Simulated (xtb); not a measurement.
H₃Si₂, SMILES [SiH3][Si] (connectivity only; charge and spin as stated), charge +1, multiplicity 1. All values are semi-empirical tight-binding results from xtb (GFN2-xTB unless named), good for trends rather than for accurate numbers. Geometry optimised at GFN2-xTB. The spin state was assumed, not searched. The isomer is the one that the SMILES or the coordinates give; other isomers of the formula were not compared.

Optimised geometry:

Bond lengths (Å): Si1–Si2 2.423, Si2–H3 1.469, Si2–H4 1.469, Si2–H5 1.469. Angles (°): Si1–Si2–H3 106.4, Si1–Si2–H4 106.4, Si1–Si2–H5 106.4, H3–Si2–H4 112.4, H3–Si2–H5 112.4, H4–Si2–H5 112.4.
Charge +1, spin multiplicity 1.

```yaml
point_group_as_xtb_finds_it: C3v
orbital_gap: 1.44 eV
zero_point_energy: 14.0 kcal/mol
G − E(el) at 298.15 K (modified RRHO): -1.6 kcal/mol
static polarisability (D4 model): 59.2 bohr³
solvation energy, GFN2-xTB/ALPB(water): -45.0 kcal/mol
solvation energy, GFN2-xTB/ALPB(dmso): -39.7 kcal/mol
```

**Question.** Give the atomic charges and the Wiberg bond orders between heavy atoms. (The exact figures need the calculation; the answer reports its results.)

**Answer.** charges (e) Si1 0.58, Si2 0.44, H3 -0.01, H4 -0.01, H5 -0.01. Bond orders Si1–Si2 1.01.
